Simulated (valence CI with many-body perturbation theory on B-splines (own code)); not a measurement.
## Questions on Zr⁹⁺

Computed by relativistic CI+MBPT: three valence electrons over a frozen Dirac-Fock core [Ar] 3d10, a basis of 11 s, 11 p, 10 d, 8 f, 5 g, 2 h functions for each j, with the one-electron correlation potential Σ1, the two-electron term Σ2, the three-electron term Σ3, Breit, model QED; selected CI, second order for the rest, scaled by the run's own slope (own B-spline code, finite nucleus).

No measured spectrum was set against this ion. As an estimate, levels hold to about 250 cm⁻¹ or 0.2 % of their energy and the worst to 1 %, as in measured heavy ions of charge 2 to 7; those with d or f electrons hold less well.

Names give the largest LS component (configuration and term), which can be under half, so a name can repeat, a term be missing and a line seem to break the LS rules; names also repeat where a configuration has a term twice.

Rates and lifetimes use the calculated energies. Strong lines usually hold to 10 to 20 %, long lifetimes can be off by a factor of two.

**Question.** What is the ground level?

**Answer.** 4s2 4p 2P°_1/2, composition 98 % 4s2 4p 2P°, g = 0.665.

**Question.** Where does the other parity begin?

**Answer.** At 4s 4p2 4P_1/2, 20.68 eV.

**Question.** Name the longest-lived excited levels whose lifetime is computed, and their main decay.

**Answer.** 4s2 4p 2P°_3/2 at 2.47 eV lives 14.1 ms, mostly by M1 to 4s2 4p 2P°_1/2. The lifetime of 4s 4p 4d 4F°_9/2 is too uncertain to give, and may be longer.

**Question.** How well does LS coupling describe the low levels?

**Answer.** Among the lowest 20 levels the leading LS term, summed over configurations, holds 88 % on average. For single configurations the figures are 84 % in LS and 74 % in jj coupling. Terms mix most in the J = 3/2 level at 51.99 eV, where the leading one holds 46 %.

**Question.** How is the term 2P° of the ground level split?

**Answer.** J = 1/2 at 0.00, J = 3/2 at 2.47 eV.
